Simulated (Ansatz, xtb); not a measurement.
# Relative energy of two isomers of H7N2Si2+

We compare X, `[NH2+]=[SiH]N[SiH3]`, a singlet, with Y, `N1[SiH2][NH2+][SiH2]1`, a singlet. Both are isolated ions in the gas phase, relaxed with r2SCAN-D4/def2-SVP, each in the lowest conformer that the search found.

Estimate E(Y) − E(X) at the level CCSD(T)/def2-SVP + ΔMP2/def2-TZVPP.

Calculated at CCSD(T)/def2-SVP + ΔMP2/def2-TZVPP: E(Y) − E(X) = −17.8 kcal/mol, so structure Y lies lower.

Level by level:

```
                             level            geometry  E(Y) − E(X) (kcal/mol)  departure from the last row (kcal/mol)  job, with rough time for the two
                          GFN2-xTB            GFN2-xTB                      −6.4                                   +11.4              optimisation, 0.57 s
                         HF/STO-3G            GFN2-xTB                     −34.0                                   −16.2              single point, 0.44 s
      r2SCAN-D4/def2-SVP//GFN2-xTB            GFN2-xTB                     −15.9                                    +1.9               single point, 3.5 s
                r2SCAN-D4/def2-SVP  r2SCAN-D4/def2-SVP                     −17.3                                    +0.5                optimisation, 39 s
                       HF/def2-SVP  r2SCAN-D4/def2-SVP                     −16.4                                    +1.4           part of the CCSD(T) run
                      MP2/def2-SVP  r2SCAN-D4/def2-SVP                     −18.0                                    −0.2           part of the CCSD(T) run
                  CCSD(T)/def2-SVP  r2SCAN-D4/def2-SVP                     −17.2                                    +0.6                      single point
CCSD(T)/def2-SVP + ΔMP2/def2-TZVPP  r2SCAN-D4/def2-SVP                     −17.8                                                        single point, 31 s
```

As drawn, Y has 2 N–Si in place of 1 N=Si. Structure X has no ring, Y a 4-membered ring.

The levels shown agree on the order. The largest departure from CCSD(T)/def2-SVP + ΔMP2/def2-TZVPP is that of HF/STO-3G, 16.2 kcal/mol. The last row adds to CCSD(T) the change of the MP2 difference between the two basis sets, here −0.6 kcal/mol.

With harmonic frequencies from r2SCAN-D4/def2-SVP (ideal gas, rigid rotor, one conformer each, 298.15 K, 1 atm): the zero-point term adds +1.8 kcal/mol; ΔH is −16.9 and ΔG −14.4 kcal/mol.

The correlated steps freeze 12 core orbitals. Run with Ansatz 0.2.0, xtb 6.7.1; the last row on 2 threads of Intel(R) Xeon(R) Platinum 8259CL CPU @ 2.50GHz (Skylake/Cascade Lake) on a shared host.
